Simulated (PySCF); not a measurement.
**C₅H₇FO: full NMR table**

```yaml
Formula: C5H7FO
SMILES: C=C[C@H](C)C(=O)F
InChI: InChI=1S/C5H7FO/c1-3-4(2)5(6)7/h3-4H,1H2,2H3/t4-/m0/s1
Point_group_of_the_computed_structure: C1
Degrees_of_unsaturation: 2
Carbon_signals: 5
Proton_signals: 5
```

Atoms are numbered as in `[CH2:1]=[CH:2][C@H:3]([CH3:4])[C:5](=[O:6])[F:7]`. Hydrogens are named by the atom that carries them. Ha(C1) is cis to C3; Hb(C1) is trans to C3.

Computational details: coordinates at the GFN2-xTB level, σ from GIAO-PBE0/pcSseg-1, in PySCF 2.14.0 with density-fitted response routines (non-relativistic, one conformer, no solvent model, one averaged value for each set of equivalent atoms).

Scale: 1H, 13C vs TMS; CFCl3 for 19F; 17O against H2O (reference shieldings calculated alike).

| carbon | δC, type | δH (multiplicity) | HMBC from (2–3 bonds) | span of the C tensor (ppm) |
| --- | --- | --- | --- | --- |
| C1 | 125.9, CH2 | Ha(C1) 5.64 (m); Hb(C1) 5.55 (m) | H(C2), H(C3) | 210 |
| C2 | 145.0, CH | 6.19 (m) | Ha(C1), Hb(C1), H(C3), H(C4) | 224 |
| C3 | 51.1, CH | 3.10 (m) | H(C2), Ha(C1), Hb(C1), H(C4) | 28 |
| C4 | 20.3, CH3 | 1.47 (d) | H(C2), H(C3) | 32 |
| C5 | 171.2, C | – | H(C2), H(C3), H(C4) | 217 |

Other nuclei:
```json
{"atoms": "F7", "nucleus": "19F", "environment": "fluorine bonded to C", "δ (ppm)": "28.5", "σ (ppm)": "142.5"}
{"atoms": "O6", "nucleus": "17O", "environment": "carbonyl oxygen", "δ (ppm)": "454.4", "σ (ppm)": "-118.3"}
```

- Carbon types of the structure: 1 × C, 2 × CH, 1 × CH2, 1 × CH3, which accounts for all hydrogens.
- δC 171.2: carbonyl carbon.
- δC 145.0: alkene CH; as expected for a trigonal carbon in a double bond.
- δC 125.9: terminal =CH2 carbon; as expected for a trigonal carbon in a double bond.
- δH 6.19: hydrogen on an alkene CH; olefinic region.
- δH 5.64, 5.55: hydrogen on a terminal =CH2 carbon; attached to an sp2 carbon and in the plane of the double bond.

Splittings by 19F in the carbon and heteronuclear signals aren't shown, as no couplings were computed. Shifts are as computed. Against solution values, carbons near 30 ppm lie about +3 ppm off and those near 130 ppm about +5 ppm. Of 1211 compounds with measured shifts, 218 miss one by over three times the rms of a fit or turn the order of signals round; such compounds aren't used in these exercises. Unscaled 19F shifts against computed CFCl3 carry errors that often reach 10 to 50 ppm. Unscaled 17O shifts of doubly bonded oxygen tend to come out too high, by tens of ppm or more. Experimental scales use liquid or dissolved standards, which lie at an offset from isolated H2O (liquid H2O: subtract about 36 ppm). Multiplicities follow the n + 1 count of equivalent neighbours, as no J values were calculated; m marks all less simple cases, F and P coupling included.
